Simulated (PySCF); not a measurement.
A structure optimised at PBE-D3(BJ)/def2-SVP, used in a PySCF frequency run:

```
C
C 1 1.3533
H 2 1.1029 1 122.18
H 2 1.1037 3 116.87 1 180.00
H 1 1.1051 2 118.27 3 0.00
B 1 1.5477 5 117.32 2 180.00
Cl 6 1.7628 1 119.99 5 0.00
Br 6 1.9293 1 121.86 5 180.00
```

### Question
Write its SMILES, formula and point group.

### Answer
C=CB(Cl)Br, C₂H₃BBrCl, Cs

### Question
What are its rotational constants (standard atomic weights)?

### Answer
2.5593, 1.9013, 1.0909 GHz
